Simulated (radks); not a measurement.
Results of a calculation; reference values are marked as such.
Question: Ionisation of neutral thulium, [Xe] 4f13 6s2, to [Xe] 4f13 6s1 as the strength of local exchange is varied. Level of theory: scalar-relativistic Kohn-Sham, Slater X-alpha exchange (alpha = 2/3 is LDA exchange), no correlation, spin-polarised, spherical densities, point nucleus; open shells are filled with parallel spins first (spin-orbit coupling, left out, can overturn this in heavy ions) (a radial shooting solver on a logarithmic mesh with Libxc functionals).

| alpha | E(Tm) (hartree) | exchange (hartree) | IE (eV) | -e of the level emptied (eV) | <r> of it (bohr) |
|---|---|---|---|---|---|
| 0.596 | -13523.3536 | -240.4325 | 5.122 | 2.897 (6s) | 4.112 |
| 0.598 | -13524.1639 | -241.2559 | 5.129 | 2.905 (6s) | 4.109 |
| 0.641 | -13541.5993 | -258.9833 | 5.297 | 3.079 (6s) | 4.064 |
| 0.841 | -13623.0274 | -342.0799 | 6.147 | 3.989 (6s) | 3.851 |
| 0.959 | -13671.3253 | -391.6028 | 6.692 | 4.583 (6s) | 3.733 |
| 1.002 | -13688.9723 | -409.7403 | 6.898 | 4.809 (6s) | 3.692 |
| ? | -13552.1539 | -269.7259 | 5.401 | 3.189 (6s) | 4.036 |

Which alpha was used in the last row?

Answer: alpha = 0.667. NIST Atomic Spectra Database: 6.184 eV (measured). The Delta-SCF value meets it near alpha = 0.85. Open shells are spherical and high-spin; term and fine-structure splittings are not resolved. Spin-orbit splitting is averaged out at the scalar-relativistic level.
